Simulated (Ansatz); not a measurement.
H$_{2}$O, charge +1, doublet, geometry from GFN2-xTB (a state made from the parent by changing its charge; the spin is typed, not shown lowest); PBE0/def2-SV(P) in Ansatz (a quantum-chemistry and plane-wave program).

Here is a job for Ansatz.
Ansatz 0.2 input:
```yaml
crystal:
  periodic: [false, false, false]
  atoms:
    - {symbol: O, position_ang: [0.00304205, 0.09881265, 0.01236920]}
    - {symbol: H, position_ang: [-0.88496403, -0.36772186, -0.05473967]}
    - {symbol: H, position_ang: [0.86062761, -0.42277933, -0.04421396]}
basis:
  gaussian:
    orbitals: def2-SV_P_.json
hamiltonian:
  xc: pbe0
total_charge: 1
magnetization: {spin_polarized: true, initial_magnetization: 1}
```
The basis file holds def2-SV(P) in the JSON format of the Basis Set Exchange.

It wrote (shortened):

```
Functional definition: PBE0
190 factors; integrals over basis functions are off by at most 5.1e-4 eV
mean field evaluation 1: about -2056.5307 eV, gradient 4.1e1 eV
mean field evaluation 2: about -2055.9643 eV, gradient 4.3e1 eV
mean field evaluation 4: about -2062.7891 eV, gradient 1.3e-1 eV
mean field evaluation 8: about -2062.7884 eV, gradient 1.3e-3 eV
mean field -2062.78836693 eV, -75.8060742764 hartree, gradient 7.9e-5 eV, S^2 0.752971; 1 other end points of the search recorded, 0 dependent functions left out
reference -2062.78837736 eV, -75.8060746599 hartree; 5, 4 occupied and 13, 14 virtual orbitals, 190 factors
Total energy: -2062.78837736 eV, -75.8060746599 hartree
```
